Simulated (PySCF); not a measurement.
C₃HF₂NS.
Structure used (PBE0-D3(BJ)/def2-SVP), in Å, numbered top down from 1:
```
atom  x, y, z in Å
F1    -1.4242    1.7576    0.4664
C2    -0.5810    0.7488    0.4326
N3     0.4834    0.7300    1.2560
C4     1.1913   -0.3410    1.0713
S5     0.6029   -1.4296   -0.1396
C6    -0.7028   -0.3266   -0.4044
F7    -1.6412   -0.5516   -1.2965
H8     2.1029   -0.5775    1.6239
```

The closed-shell ground state was solved at several levels (PySCF, density fitting, gas phase, non-relativistic).

```json
{"level": "wB97X-D/def2-SVPD", "basis functions": "161", "HOMO (eV)": "-9.24", "LUMO (eV)": "0.36", "gap (eV)": "9.60", "dipole (D)": "2.66"}
{"level": "PBE0/pcSseg-1", "basis functions": "131", "HOMO (eV)": "-7.36", "LUMO (eV)": "-1.33", "gap (eV)": "6.03", "dipole (D)": "2.65"}
```

Q: What might CAM-B3LYP/pcSseg-2 (273 basis functions) give for the same quantities?

A: HOMO -8.62 eV, LUMO -0.25 eV, gap 8.37 eV, dipole 2.79 D.

Q: Over all these levels, which gives the widest orbital gap and which the narrowest?

A: wB97X-D/def2-SVPD (range-separated hybrid) has the widest, 9.60 eV, and PBE0/pcSseg-1 (global hybrid, 25 % exact exchange) the narrowest, 6.03 eV. Functional and basis both differ between the two, so the spread mixes both effects.

Q: How far do the dipole and the HOMO energy spread over the levels?

A: The dipole runs from 2.65 to 2.79 D (mean 2.70 D) and the HOMO from -9.24 to -7.36 eV.
